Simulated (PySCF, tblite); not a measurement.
C4H6O2Si.
Cartesian coordinates in Å at the GFN2-xTB level; atoms count from 1:
```xyz
13
C4H6O2Si angstrom
O      0.720   -2.447   -0.497
C      0.446   -1.284   -0.341
C     -0.977   -0.752   -0.391
C     -1.098    0.527    0.431
C      0.170    1.355    0.311
O      0.189    2.554    0.436
Si     1.664    0.181   -0.029
H     -1.174   -0.537   -1.446
H     -1.686   -1.518   -0.074
H     -1.972    1.118    0.155
H     -1.187    0.277    1.493
H      2.415    0.545   -1.223
H      2.486   -0.018    1.158
```

Method used: CAM-B3LYP/def2-SVPD in PySCF (dipole) on a GFN2-xTB geometry, gas phase.

Masses are those of the commonest isotopes; rigid-rotor values at the optimised geometry. The values belong to one conformer with, in the numbering `[O:1]=[C:2]1[CH2:3][CH2:4][C:5](=[O:6])[SiH2:7]1`, O1–C2–C3–C4 154°, C2–C3–C4–C5 36°, C3–C4–C5–O6 153°, C4–C5–Si7–C2 11°.

Q: Give the principal moments of inertia and the rotational constants in MHz.

A: Ia = 128.14, Ib = 279.34, Ic = 390.12 u·Å²; 505379 MHz·u·Å²/I gives A = 3944, B = 1809, C = 1295 MHz.

Q: Classify the top.

A: An asymmetric top. Ray's parameter κ = (2B − A − C)/(A − C) = -0.612; −1 is the prolate and +1 the oblate limit.

Q: What does the inertial defect say?

A: Not planar: Δ = Ic − Ia − Ib = -17.36 u·Å². For a rigid frame Δ = −2 Σ m c², so Σ m c² = 8.68 u·Å² lies off the ab plane: 6.75 from hydrogen and 1.94 from heavier atoms. The atom farthest from that plane is 1.36 Å away.

Q: Give the other two planar moments, Paa and Pbb, and the rms extents of the mass along the axes.

A: Paa = Σ m a² = (Ib + Ic − Ia)/2 = 270.66 and Pbb = Σ m b² = (Ia + Ic − Ib)/2 = 119.46 u·Å². With the mass M = 114.01 u, the rms extents √(P/M) along a, b and c are 1.54, 1.02, 0.28 Å.

Q: List the rotational levels J(Ka,Kc) to J = 5 (MHz).

A: Above 0(0,0):
J = 1: 1(0,1) 3105, 1(1,1) 5239, 1(1,0) 5753
J = 2: 2(0,2) 9232, 2(1,2) 10935, 2(1,1) 12476, 2(2,1) 18880, 2(2,0) 18962
J = 3: 3(0,3) 18230, 3(1,3) 19430, 3(1,2) 22505, 3(2,2) 28194, 3(2,1) 28591, 3(3,1) 40199, 3(3,0) 40208
J = 4: 4(0,4) 29930, 4(1,4) 30679, 4(1,3) 35759, 4(2,3) 40548, 4(2,2) 41664, 4(3,2) 52760, 4(3,1) 52817, 4(4,1) 69375, 4(4,0) 69376
J = 5: 5(0,5) 44211, 5(1,5) 44634, 5(1,4) 52118, 5(2,4) 55890, 5(2,3) 58242, 5(3,3) 68489, 5(3,2) 68712, 5(4,2) 85080, 5(4,1) 85086, 5(5,1) 106435, 5(5,0) 106435
Those of J = 1 are B + C, A + C and A + B.

Q: Which types of transition are allowed, and where do some lines up to J = 2 fall?

A: The dipole components are |μa| = 0.00 D, |μb| = 0.93 D, |μc| = 0.06 D. The squared components, which scale the intensities, stand as 0.00 : 1.00 : 0.00 (a : b : c). Some lines, for components of 0.1 D or more:

| type | branch | J(Ka,Kc) | MHz | lower level (cm⁻¹) |
| --- | --- | --- | --- | --- |
| b | Q | 1(1,0) ← 1(0,1) | 2648 | 0.104 |
| b | Q | 2(1,1) ← 2(0,2) | 3244 | 0.308 |
| b | R | 2(0,2) ← 1(1,1) | 3993 | 0.175 |
| b | R | 1(1,1) ← 0(0,0) | 5239 | 0.000 |
| b | Q | 2(2,0) ← 2(1,1) | 6486 | 0.416 |
| b | R | 2(1,2) ← 1(0,1) | 7830 | 0.104 |
| b | Q | 2(2,1) ← 2(1,2) | 7945 | 0.365 |
| b | R | 2(2,1) ← 1(1,0) | 13127 | 0.192 |
| b | R | 2(2,0) ← 1(1,1) | 13723 | 0.175 |

Its GFN2-xTB frequencies are all real (lowest 39 cm⁻¹). These are rigid-rotor constants of the computed structure; measured ground-state constants (B0) also hold zero-point vibration.
